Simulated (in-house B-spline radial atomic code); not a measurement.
**LDA VWN5 excitations of the germanium ion Ge²⁺**

Method: LDA VWN5. Computed with a B-spline radial code for spherical atoms: linear response of the closed shell [Ar] 3d10 4s2 with the functional's adiabatic kernel; non-relativistic, point nucleus, no spin-orbit coupling, no double excitations, S, P, D and F terms only; shells from n = 2 respond. Only terms of natural parity with L up to 3 were computed.

Without relativity these are model numbers for so heavy an element.

Command:
```bash
python run_td.py task.json out
```
Settings (radii: box in bohr, nucleus in fm):
```
Z                        32
electrons                30
configuration            [Ar] 3d10 4s2
hamiltonian              nr
method                   lda,vwn
box_radius               29.48
intervals                56
```

Run time, properties included: 0.7 s on 1 thread of Intel(R) Xeon(R) Platinum 8488C (Sapphire Rapids), on a shared host.

The lowest states, in the order of their Tamm-Dancoff energies; the method's threshold (minus the highest occupied level) is 29.161 eV. Labels give the largest channel, * marks a mixed state, and oscillator strengths are full-response dipole values. Semilocal kernels can invert the small singlet-triplet splittings of Rydberg terms. Energies in eV:

```tsv
state	full response	Tamm-Dancoff	oscillator strength
4s → 4p 3P	?	?	-
4s → 4p 1P	11.359	11.897	1.62
4s → 5s 3S	19.384	19.389	-
4s → 4d 3D	19.554	19.568	-
4s → 5s 1S	19.833	19.856	-
4s → 4d 1D	19.999	20.010	-
4s → 5p 3P	21.857	21.863	-
4s → 5p 1P	22.040	22.095	0.00329
4s → 6s 3S	?	?	-
4s → 6s 1S	24.678	24.683	-
```

(1) Where does 4s → 6s 3S lie?

(2) Where does 4s → 4p 3P lie?

(3) How large is the singlet-triplet splitting of 4s → 4p (P terms) in Tamm-Dancoff?

(4) What polarisabilities and dispersion coefficient does the method give?

## Answers

(1) At 24.562 eV in full response, 24.563 eV in Tamm-Dancoff.

(2) At 7.913 eV in full response, 7.999 eV in Tamm-Dancoff.

(3) 3.9 eV, from the unrounded values.

(4) Dipole 10.44 bohr³, quadrupole 31.37 bohr⁵, C6 40.51 hartree·bohr⁶ for two such species.
